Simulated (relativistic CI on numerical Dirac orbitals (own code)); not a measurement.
# Sensitivity of the levels of Ho⁴⁵⁺ to α and to the nuclear radius

These numbers are calculated, not measured: Dirac-Coulomb-Breit CI, KLI orbitals optimised for each configuration, derivatives by finite differences, unscaled Slater integrals, QED left out (own radial code, finite nucleus).

Configurations in the expansion (outside the closed core [Ne] 3s2): 3p6 3d4, 3p5 3d5, 3p6 3d3 4p, 3p6 3d2 4s 4p, 3p6 3d2 4s2, 3p6 3d 4s2 4p. Double excitations out of closed p, d and f shells are left out; levels of such configurations are missing from the list, as are those of other unlisted configurations, and high levels can miss mixing partners.

With x = (α/α₀)² − 1 an excitation energy changes as ω = ω₀ + qx; K = 2q/ω₀ is the relative enhancement. Terms are leading LS components, so labels can repeat. The field-shift factor is F = δν/δ⟨r²⟩ for the transition from the lowest level.

Lowest level 3p6 3d4 3P_0.

```csv
Level,ω₀ (cm⁻¹),q (cm⁻¹),K,F (GHz/fm²)
3p6 3d4 5D_1,295587,364400,2.47,6.11
3p6 3d4 3F_4,384547,354900,1.85,6.38
3p6 3d4 5D_2,397325,396700,2,6.97
3p6 3d4 3F_3,425440,385900,1.81,6.94
3p6 3d4 5D_0,661089,721400,2.18,12.4
3p6 3d4 5D_2,672722,689600,2.05,12
3p6 3d4 3H_4,677360,721300,2.13,12.5
3p6 3d4 5D_3,694600,718300,2.07,12.5
3p6 3d4 3H_5,721572,709000,1.97,12.5
3p6 3d4 1I_6,741373,705300,1.9,12.6
3p6 3d4 3P_1,758121,734600,1.94,13
3p6 3d4 3G_4,786334,718400,1.83,12.9
3p6 3d4 3F_3,789595,705300,1.79,12.7
```

At this charge energies of transitions that change n are usually good to better than 1 %, and those within a shell (Δn = 0) to a few per cent.
